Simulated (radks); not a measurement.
Values are calculated unless marked as measured or tabulated.
Spin polarisation of the 3d5 shell in Cr. Start: [Ar] 3d(up 2.5, down 2.5) 4s(up 0.5, down 0.5); electrons of 3d are moved from spin down to spin up, other shells keep equal spins. Code: a radial shooting solver on a logarithmic mesh with Libxc functionals. Model: scalar-relativistic Kohn-Sham, PBE, spin-polarised, spherical densities, finite nucleus; Fermi nuclear charge, rms radius of each element as measured or else 0.836 A^(1/3) + 0.57 fm.

moment (Bohr magnetons)	E - E(0) (eV)	e(3d up) (eV)	e(3d down) (eV)	4s down minus up (eV)	3p down minus up (eV)
0	0.000	-2.913	-2.913	0.000	0.000
1	-0.188	-3.261	-2.511	0.236	0.896
2	-0.749	-3.548	-2.056	0.477	1.786
3	-1.677	-3.763	-1.546	0.729	2.665
4	-2.959	-3.873	-0.972	0.997	3.516
5	-4.562	-3.768	-0.283	1.293	4.299

At moment 5 the spin-polarisation energy is -4.562 eV and the 3d exchange splitting 3.485 eV, that is 0.697 eV per Bohr magneton; E = -I m^2/4 would give I = 0.730 eV.
